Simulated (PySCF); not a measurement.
Core binding energy against partial charge

C6H5S (charge -1).
Geometry (PBE0-D3(BJ)/def2-SVP, Å), atoms numbered from 1 in this order:
```
atom  x, y, z in Å
S1     2.9558   -0.8984    0.1388
C2     1.3170   -0.3830    0.1327
C3     0.9429    0.9924    0.1659
C4    -0.3833    1.4071    0.1609
C5    -1.4333    0.4814    0.1224
C6    -1.1013   -0.8786    0.0890
C7     0.2236   -1.2974    0.0939
H8     1.7531    1.7269    0.1963
H9    -0.6072    2.4805    0.1877
H10   -2.4768    0.8093    0.1185
H11   -1.8989   -1.6308    0.0582
H12    0.4679   -2.3634    0.0675
```

Binding energies: PySCF, delta-SCF UKS SCAN, pcX-2 on the ionised atom, pcseg-1 elsewhere, spin-free X2C. Charges: PBE0/pcSseg-1 ground-state density, for the ionised atom.

```csv
atom,environment,C 1s (eV),Mulliken (e),IAO (e),Hirshfeld (e),ESP (e)
C3,aromatic CH carbon,285.12,-0.058,-0.192,-0.097,+0.084
C5,aromatic CH carbon,285.34,-0.146,-0.234,-0.121,-0.144
C4,aromatic CH carbon,285.84,-0.105,-0.171,-0.090,-0.338
C2,substituted aromatic carbon,285.88,-0.221,-0.074,-0.039,-0.088
```

**Question.** Give the correlation coefficient and slope of binding energy on charge for each scheme.

**Answer.** IAO: r = 0.71, slope 3.9 eV per e; Hirshfeld: r = 0.68, slope 7.4 eV per e; Mulliken: r = -0.65, slope -3.5 eV per e; ESP: r = -0.70, slope -1.5 eV per e. IAO charges have the highest r, on only 4 points.

**Question.** The point-charge model writes a binding energy as kq + V + constant, with V the potential of the other atoms' charges at the site. What does it give with the Mulliken charges?

**Answer.** V = Σ 14.40 eV Å × q/r over all other atoms: -6.47 eV at C3, -4.10 eV at C5, -4.68 eV at C4, -6.42 eV at C2. Fitting binding energy − V to q gives k = -4.3 eV per e and leaves an rms residual of 1.05 eV, against 0.25 eV for the fit on q alone. The model has no term for differences in relaxation between sites.

The unrestricted hole states depart most from a pure doublet (⟨S²⟩ = 0.75; over 0.85 named) for C 1s of C2 (0.94), which makes this value less certain. The species carries charge -1, so core ionisation leaves a neutral species. The basis sets have no added diffuse functions. Isolated species at its PBE0-D3(BJ)/def2-SVP geometry, gas phase.
